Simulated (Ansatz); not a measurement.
The cluster Hg2O2⁺. Total charge 1; doublet. Geometry PBE0-D4/def2-TZVP, that of the neutral singlet; atoms count from 1.

Cartesian coordinates in Å:
```
Hg 1.670 0.909 -0.872
Hg -1.670 -0.908 0.872
O -0.370 0.004 -0.705
O 0.370 -0.004 0.705
```

In the def2 sets Hg takes a core potential; there is no spin–orbit coupling. The charge 1 doublet is spin-contaminated (final ⟨S²⟩ up to 1.31, 0.75 for a pure state). The structure comes from a short search, and lower isomers may exist.

**Question.** Estimate the Mulliken populations from the PBE0/def2-TZVP orbitals of Ansatz.

**Answer.** 
```csv
atom,charge (e),spin (α − β),d electrons
Hg1,0.74,-0.71,9.96
Hg2,0.73,0.67,9.96
O3,-0.23,0.52,–
O4,-0.23,0.52,–
```
Mulliken values and Mayer orders depend strongly on the basis.

**Question.** Where does the spin sit?

**Answer.** Summed by element: Hg -0.03, O 1.03, of 1 unpaired in all. Largest on single atoms: Hg1 -0.71, Hg2 0.67, O4 0.52.

**Question.** And the Mayer bond orders between bonded heavy atoms (over 0.3)?

**Answer.** O3–O4 1.34 (1.59 Å). Values over 0.3 also appear between atoms too far apart for a bond (Hg1–Hg2 0.33 at 4.18 Å); they arise where an orbital or an unpaired electron spreads over both atoms.
